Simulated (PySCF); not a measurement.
# Charge on either side of a bond

Species: C₆H₁₆NPS.
Numbering: `[CH3:1][S:2][CH2:3][P:4]([CH3:5])[CH2:6][N:7]([CH3:8])[CH3:9]` (hydrogens: H10, H11, H12 on C1; H13, H14 on C3; H15, H16, H17 on C5; H18, H19 on C6; H20, H21, H22 on C8; H23, H24, H25 on C9)

Geometry (GFN2-xTB, Å), atoms numbered from 1 in this order:
```xyz
25
C6H16NPS angstrom
C      2.9916   -1.3085    0.7009
S      2.7439   -0.4097   -0.8516
C      1.9052    1.0669   -0.2064
P      0.3068    0.6788    0.6872
C     -0.2792    2.4340    0.7892
C     -0.6336    0.1165   -0.8662
N     -1.7296   -0.7832   -0.6509
C     -2.7580   -0.1982    0.1773
C     -1.2867   -2.0555   -0.1278
H      3.4911   -2.2388    0.4519
H      2.0232   -1.5065    1.1539
H      3.6113   -0.7140    1.3667
H      1.7212    1.7042   -1.0743
H      2.5881    1.5756    0.4785
H     -0.2576    2.9219   -0.1856
H     -1.2954    2.4463    1.1798
H      0.3605    2.9789    1.4826
H     -1.0018    1.0077   -1.3865
H      0.1003   -0.3866   -1.5055
H     -2.3918    0.0199    1.1952
H     -3.5990   -0.8863    0.2490
H     -3.1021    0.7297   -0.2782
H     -0.5561   -2.4884   -0.8090
H     -0.8250   -1.9513    0.8677
H     -2.1382   -2.7293   -0.0500
```

Atomic charges (e) from the PBE0/pcSseg-1 density (PySCF):

| atom | Mulliken | IAO | Hirshfeld | ESP-fitted |
| --- | --- | --- | --- | --- |
| C1 | -0.3832 | -0.5054 | -0.1257 | -0.2311 |
| S2 | -0.0567 | +0.0850 | -0.0014 | -0.1886 |
| C3 | -0.5131 | -0.5239 | -0.1215 | -0.4899 |
| P4 | +0.2014 | +0.4148 | +0.1470 | +0.0475 |
| C5 | -0.4668 | -0.6012 | -0.1671 | -0.5800 |
| C6 | -0.1919 | -0.3181 | -0.0741 | -0.3178 |
| N7 | -0.5587 | -0.2303 | -0.1017 | -0.3058 |
| C8 | -0.1085 | -0.3043 | -0.0749 | -0.3779 |
| C9 | -0.1072 | -0.3070 | -0.0775 | -0.1727 |
| H10 | +0.1515 | +0.1663 | +0.0516 | +0.1636 |
| H11 | +0.1723 | +0.1568 | +0.0316 | +0.0727 |
| H12 | +0.1423 | +0.1512 | +0.0429 | +0.1089 |
| H13 | +0.1701 | +0.1519 | +0.0423 | +0.2416 |
| H14 | +0.1741 | +0.1521 | +0.0374 | +0.2535 |
| H15 | +0.1299 | +0.1364 | +0.0380 | +0.1520 |
| H16 | +0.1487 | +0.1551 | +0.0416 | +0.1956 |
| H17 | +0.1449 | +0.1545 | +0.0422 | +0.1923 |
| H18 | +0.1355 | +0.1307 | +0.0346 | +0.2154 |
| H19 | +0.1608 | +0.1508 | +0.0235 | +0.2129 |
| H20 | +0.0922 | +0.1016 | +0.0213 | +0.1400 |
| H21 | +0.1180 | +0.1455 | +0.0452 | +0.1758 |
| H22 | +0.1145 | +0.1406 | +0.0421 | +0.1700 |
| H23 | +0.1189 | +0.1463 | +0.0423 | +0.1277 |
| H24 | +0.0979 | +0.1082 | +0.0177 | +0.0789 |
| H25 | +0.1133 | +0.1426 | +0.0432 | +0.1155 |

Cut each of the bonds C1–S2, S2–C3, C3–P4, C5–P4, C6–P4, N7–C6 and C8–N7 in turn and sum the charges on the side of the atom named first.

In e; the other side holds the opposite charge:

```json
{"bond cut": "C1–S2", "piece": "CH3", "atoms": "4", "Mulliken": "+0.083", "IAO": "-0.031", "Hirshfeld": "0.000", "ESP-fitted": "+0.114"}
{"bond cut": "S2–C3", "piece": "CH3S", "atoms": "5", "Mulliken": "+0.026", "IAO": "+0.054", "Hirshfeld": "-0.001", "ESP-fitted": "-0.075"}
{"bond cut": "C3–P4", "piece": "C2H5S", "atoms": "8", "Mulliken": "-0.143", "IAO": "-0.166", "Hirshfeld": "-0.043", "ESP-fitted": "-0.069"}
{"bond cut": "C5–P4", "piece": "CH3", "atoms": "4", "Mulliken": "-0.043", "IAO": "-0.155", "Hirshfeld": "-0.045", "ESP-fitted": "-0.040"}
{"bond cut": "C6–P4", "piece": "C3H8N", "atoms": "12", "Mulliken": "-0.015", "IAO": "-0.093", "Hirshfeld": "-0.058", "ESP-fitted": "+0.062"}
{"bond cut": "N7–C6", "piece": "C2H6N", "atoms": "9", "Mulliken": "-0.120", "IAO": "-0.057", "Hirshfeld": "-0.042", "ESP-fitted": "-0.048"}
{"bond cut": "C8–N7", "piece": "CH3", "atoms": "4", "Mulliken": "+0.216", "IAO": "+0.083", "Hirshfeld": "+0.034", "ESP-fitted": "+0.108"}
```

Extremes among these pieces. Mulliken: lowest C2H5S at C3, highest CH3 at C8; IAO: lowest C2H5S at C3, highest CH3 at C8; Hirshfeld: lowest C3H8N at C6, highest CH3 at C8; ESP-fitted: lowest CH3S at S2, highest CH3 at C1.

Do the schemes agree better on the pieces than on the single atoms at the cuts?

The spread between schemes averages 0.132 e for the pieces and 0.356 e for the atoms named first; it is smaller for the piece at 7 of the 7 cuts. On average they agree better on the pieces. The sign differs between schemes (beyond ±0.03 e) for CH3 at C1, CH3S at S2 and C3H8N at C6.

The structure is a single GFN2-xTB conformer in the gas phase; no vibrational or solvent corrections.
